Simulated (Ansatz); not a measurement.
`C[Si](O)(F)Cl` + `CO[Si](S)(Cl)Cl` → `CO[Si](C)(O)F` + `S[Si](Cl)(Cl)Cl`  (redistribution)

Computed with Ansatz on PBE0-D4/def2-TZVP structures; ΔE is electronic, products minus reactants. CCSD(T)/CBS is the MP2 limit (def2-TZVPP, def2-QZVPP) plus CCSD(T) − MP2 in def2-TZVPP, frozen cores. DFT in def2-TZVPP. B3LYP here is the variant with VWN-RPA as its local correlation; programs differ in this. Each species was taken in one conformer, which may not be the lowest.

```json
{"level": "PBE0-D4", "ΔE (kJ/mol)": "10.5", "difference from CCSD(T)/CBS": "-0.4"}
{"level": "ωB97M-V", "ΔE (kJ/mol)": "11.3", "difference from CCSD(T)/CBS": "0.4"}
{"level": "B2PLYP", "ΔE (kJ/mol)": "11.0", "difference from CCSD(T)/CBS": "0.1"}
{"level": "PBE", "ΔE (kJ/mol)": "10.1", "difference from CCSD(T)/CBS": "-0.8"}
{"level": "r2SCAN", "ΔE (kJ/mol)": "11.9", "difference from CCSD(T)/CBS": "1.0"}
{"level": "PBE0", "ΔE (kJ/mol)": "10.1", "difference from CCSD(T)/CBS": "-0.8"}
{"level": "B3LYP", "ΔE (kJ/mol)": "10.3", "difference from CCSD(T)/CBS": "-0.6"}
{"level": "HF/def2-TZVPP", "ΔE (kJ/mol)": "12.4", "difference from CCSD(T)/CBS": "1.5"}
{"level": "SCS-MP2/def2-TZVPP", "ΔE (kJ/mol)": "11.1", "difference from CCSD(T)/CBS": "0.2"}
{"level": "CCSD/def2-TZVPP", "ΔE (kJ/mol)": "11.2", "difference from CCSD(T)/CBS": "0.3"}
{"level": "CCSD(T)/def2-TZVPP", "ΔE (kJ/mol)": "11.5", "difference from CCSD(T)/CBS": "0.6"}
{"level": "HF/def2-QZVPP", "ΔE (kJ/mol)": "12.5", "difference from CCSD(T)/CBS": "1.6"}
{"level": "MP2/def2-QZVPP", "ΔE (kJ/mol)": "11.1", "difference from CCSD(T)/CBS": "0.2"}
{"level": "SCS-MP2/def2-QZVPP", "ΔE (kJ/mol)": "11.0", "difference from CCSD(T)/CBS": "0.1"}
{"level": "HF/CBS(def2)", "ΔE (kJ/mol)": "12.5", "difference from CCSD(T)/CBS": "1.6"}
{"level": "CCSD/CBS(def2)", "ΔE (kJ/mol)": "10.7", "difference from CCSD(T)/CBS": "-0.2"}
{"level": "CCSD(T)/CBS", "ΔE (kJ/mol)": "10.9", "difference from CCSD(T)/CBS": "0"}
```

Largest T1 diagnostic among the species: 0.011.
